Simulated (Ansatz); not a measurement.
`C[SiH]1C=C1` + `CC(N)F` → `CNC(C)F` + `C1=C[SiH2]1`  (substitution at a C–Si bond)

Isolated molecules relaxed with PBE0-D4/def2-TZVP in Ansatz; ΔE leaves out vibrations. CCSD(T)/CBS is the MP2 limit (def2-TZVPP, def2-QZVPP) plus CCSD(T) − MP2 in def2-TZVPP, frozen cores. DFT in def2-TZVPP. One conformer a species, not always the lowest.

Is it downhill or uphill in electronic energy at CCSD(T)/CBS, and by how much? (An estimate is asked.)

The calculation gave: Uphill: ΔE = +0.77 eV.

What do these levels give: PBE0-D4, r2SCAN, HF/def2-TZVPP, MP2/def2-TZVPP, CCSD(T)/def2-TZVPP, SCS-MP2/def2-QZVPP? (Best estimate.)

The calculation gave: PBE0-D4 0.78, r2SCAN 0.79, HF/def2-TZVPP 0.71, MP2/def2-TZVPP 0.80, CCSD(T)/def2-TZVPP 0.75, SCS-MP2/def2-QZVPP 0.76 eV.

Largest T1 diagnostic among the species: 0.013.

In def2-TZVPP, CCSD(T) changes the Hartree–Fock value by +0.04 eV (the triples alone add +0.00 eV) and MP2 by +0.09 eV.
